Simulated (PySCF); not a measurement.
## Electron correlation in Ne⁺ (neon, charge +1)

[He] 2s1 2p6, 2S determinant (an excited configuration). All numbers are calculated (PySCF 2.14, scalar relativity by spin-free X2C-1e, in ANO-RCC-VTZP (4s3p2d1f, 30 functions)). Frozen: 1s2; 7 electrons correlated.

MP2 pair energies summed by pair of shells (mhartree):

```tsv
pair	energy	share (%)
2p-2p	-244.45	88.1
2s-2p	-32.89	11.9
```

Total MP2 correlation energy: -277.34 mhartree.

Same-spin part -60.33 and opposite-spin part -217.01 mhartree; SCS-MP2 scales them by 1/3 and 6/5 to -280.53 mhartree.
